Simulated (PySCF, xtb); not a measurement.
Be(I)(OH) (BeHIO), SMILES [OH][Be][I]. Other conformers were not sampled.

Harmonic wavenumbers (cm⁻¹) from GFN2-xTB in xtb 6.7.1 at its own minimum, in rising order: 198, 410, 525, 548, 1405, 3879.

Task: What does r2SCAN-D4/def2-TZVP (PySCF 2.14.0) give at its own minimum? (The exact figures need the calculation; the answer reports its results.)

Result: 231, 252, 367, 450, 1351, 3984. Paired by order, the mean absolute difference is 101 cm⁻¹ and the zero-point energies are 10.0 and 9.5 kcal/mol.
